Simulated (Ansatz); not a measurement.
`F[Si](F)(Br)Br` → Br₂ + `F[Si]F` at 600 K and 1 bar (silylene formation by 1,1-elimination).

Program: Ansatz. Geometries: PBE0-D4/def2-TZVP. ΔE: electronic, gas phase. CBS: MP2 limit from def2 TZ/QZ plus the TZ coupled-cluster correction, frozen cores. This one scheme is used for every species. For Br outer-core shells are correlated without core-valence functions, which leaves a few kJ/mol of doubt a bond. Scalar relativity is left out up to krypton.

```
         species  CCSD(T)/CBS energy (Eh)  H − E (kJ/mol)  S (J/(mol·K))
`F[Si](F)(Br)Br`              -5635.53679            70.5          412.3
             Br₂              -5146.62008            22.7          270.7
        `F[Si]F`               -488.75686            38.5          291.1
```

H − E and S are ideal-gas, rigid-rotor, harmonic terms from PBE0-D4/def2-TZVP. 1 Eh = 2625.50 kJ/mol, R = 8.31446 J/(mol·K).

Q: By hand: ΔE, ΔH, ΔS and ΔG.

A: ΔE = (-5146.62008) + (-488.75686) − (-5635.53679) = 0.15985 Eh = 419.7 kJ/mol. Δ(H − E) = 22.7 + 38.5 − 70.5 = -9.3, so ΔH = 410.4 kJ/mol. ΔS = 270.7 + 291.1 − 412.3 = 149.5 J/(mol·K). ΔG = 410.4 − 600 × (149.5)/1000 = 320.7 kJ/mol.

Q: By hand: the equilibrium constant, and the temperature at which ΔG would vanish if ΔH and ΔS stayed fixed.

A: log₁₀ K = −ΔG/(RT ln 10) = -27.9. ΔG = 0 at ΔH/ΔS = 2745 K, far beyond where these terms or the molecules hold.

The number of gas molecules changes by +1, which sets the sign of ΔS. A doubt of 5 kJ/mol in ΔE shifts log₁₀ K by 0.4 here. These are equilibria of isolated gas molecules and say nothing of rates. Largest T1 diagnostic: 0.015 (customary marks: 0.02 for closed shells, 0.045 for open ones).
